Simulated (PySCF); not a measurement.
## Sc: excitation energy

Sc [Ar] 3d1 4s2 (2D) → Sc [Ar] 3d2 4s1 (4F), as a difference of total energies. All numbers are calculated (PySCF 2.14, the non-relativistic Hamiltonian (point nucleus), in def2-QZVPPD). Correlated levels: valence and next inner shell: [Ne] frozen. The calculations carry no spin-orbit coupling.

**Question.** Order these methods by the excitation energy they give, lowest first.
A. UHF
B. CCSD (valence and next inner shell)
C. CCSD(T) (valence and next inner shell)
D. MP2 (valence and next inner shell)

**Answer.** A (7990.3 cm⁻¹), D (10318 cm⁻¹), B (11154 cm⁻¹), C (11616 cm⁻¹).

These non-relativistic numbers lack the scalar-relativistic shift.

Errors of the correlated levels include the incompleteness of this basis and the frozen core.

For comparison: 11509 cm⁻¹ (measured; NIST levels, between the centres of gravity of the two terms).
